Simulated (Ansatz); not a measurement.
A CCSD(T) single point on `C[O][Ti]12345678([F])([C@H]9[C@@H]1[C@@H]2[C@@H]3[C@H]94)[C@H]1[C@@H]5[C@@H]6[C@@H]7[C@H]18`.

```yaml
crystal:
  periodic: [false, false, false]
  atoms:
    - {symbol: C, position_ang: [-2.302408, -1.270360, 1.281306]}
    - {symbol: O, position_ang: [-0.946710, -1.209104, 0.983981]}
    - {symbol: Ti, position_ang: [-0.073992, -0.146496, -0.248984]}
    - {symbol: F, position_ang: [-1.192846, -0.526747, -1.647911]}
    - {symbol: C, position_ang: [-1.624370, 1.674054, 0.093944]}
    - {symbol: C, position_ang: [-0.764294, 2.061814, -0.956309]}
    - {symbol: C, position_ang: [0.531709, 2.177621, -0.439830]}
    - {symbol: C, position_ang: [0.481975, 1.849813, 0.939020]}
    - {symbol: C, position_ang: [-0.855618, 1.565331, 1.263960]}
    - {symbol: C, position_ang: [1.267397, -1.613959, -1.636174]}
    - {symbol: C, position_ang: [1.946637, -0.384365, -1.518320]}
    - {symbol: C, position_ang: [2.326801, -0.230236, -0.166907]}
    - {symbol: C, position_ang: [1.849968, -1.342388, 0.548353]}
    - {symbol: C, position_ang: [1.202450, -2.201592, -0.366851]}
    - {symbol: H, position_ang: [-2.638782, -0.408977, 1.876129]}
    - {symbol: H, position_ang: [-2.909972, -1.305944, 0.367705]}
    - {symbol: H, position_ang: [-2.505221, -2.176444, 1.863910]}
    - {symbol: H, position_ang: [-2.674813, 1.448121, -0.004081]}
    - {symbol: H, position_ang: [-1.047529, 2.172719, -1.991468]}
    - {symbol: H, position_ang: [1.415342, 2.449991, -0.995848]}
    - {symbol: H, position_ang: [1.313152, 1.843310, 1.626820]}
    - {symbol: H, position_ang: [-1.210541, 1.250893, 2.233232]}
    - {symbol: H, position_ang: [0.793298, -1.987070, -2.530088]}
    - {symbol: H, position_ang: [2.138047, 0.312933, -2.320003]}
    - {symbol: H, position_ang: [2.878559, 0.600005, 0.244484]}
    - {symbol: H, position_ang: [1.929533, -1.497630, 1.613572]}
    - {symbol: H, position_ang: [0.672236, -3.105312, -0.113653]}
basis:
  gaussian: {orbitals: def2-TZVPP}
correlation: {method: ccsd_t}
output: {orbitals: {seedname: orbitals}}
```

```sh
$ ansatz run in.yaml --threads 10 --pin off --events-out ev --progress --plain --max-ram 110592MiB --backend cuda --devices 0, --max-vram 75GiB
```

The program prints (abridged):

```
Functional definition: HF
3967 factors; integrals over basis functions are off by at most 1.3e-3 eV
mean field evaluation 1: about -39362.9921 eV, gradient 7.9e1 eV
mean field evaluation 2: about -39363.8913 eV, gradient 8.0e1 eV
mean field evaluation 4: about -39377.3934 eV, gradient 2.1e1 eV
mean field evaluation 8: about -39378.3914 eV, gradient 1.2e0 eV
mean field evaluation 16: about -39378.3961 eV, gradient 8.7e-6 eV
mean field -39378.39609764 eV, -1447.1293649527 hartree, gradient 8.7e-6 eV, S^2 0.000000; 0 other end points of the search recorded, 0 dependent functions left out
18 core orbitals not correlated: weight in the atoms' cores, before any rotation towards them, 1.000 or more for the frozen orbitals, at most 0.000 for the correlated occupied ones
reference -39378.39609764 eV, -1447.1293649527 hartree; 41, 41 occupied and 590, 590 virtual orbitals, 3967 factors
second order -75.68523490 eV of doubles, -0.00000000 eV of singles
cycle   1  -72.21787595 eV  change     3.5e0 eV  update   3.7e-1
cycle   2  -74.66135980 eV  change    -2.4e0 eV  update   3.3e-1
cycle   3  -75.54093305 eV  change   -8.8e-1 eV  update   7.9e-2
cycle   4  -75.68221392 eV  change   -1.4e-1 eV  update   3.4e-2
cycle   5  -75.64259162 eV  change    4.0e-2 eV  update   1.3e-2
cycle   6  -75.62887713 eV  change    1.4e-2 eV  update   6.5e-3
cycle   7  -75.63182589 eV  change   -2.9e-3 eV  update   3.1e-3
cycle   8  -75.63136268 eV  change    4.6e-4 eV  update   1.8e-3
cycle   9  -75.63060535 eV  change    7.6e-4 eV  update   1.0e-3
cycle  10  -75.63192932 eV  change   -1.3e-3 eV  update   5.5e-4
cycle  11  -75.63228591 eV  change   -3.6e-4 eV  update   3.1e-4
cycle  12  -75.63164001 eV  change    6.5e-4 eV  update   1.9e-4
cycle  13  -75.63187279 eV  change   -2.3e-4 eV  update   1.0e-4
cycle  14  -75.63156298 eV  change    3.1e-4 eV  update   6.3e-5
cycle  15  -75.63155246 eV  change    1.1e-5 eV  update   2.2e-5
perturbative correction -4.34256213 eV, -0.1595862149 hartree
Total energy: -39458.37021223 eV, -1450.0683594556 hartree
```

Hardware: 10 threads of an AMD EPYC 7R13 on a shared host and a whole NVIDIA H100 80 GB. Wall time 3.7 min, peak host memory 5 GiB.

The correlation energy is -79.974 eV, 5.4 % of it from (T); the T1 diagnostic reads 0.0189.
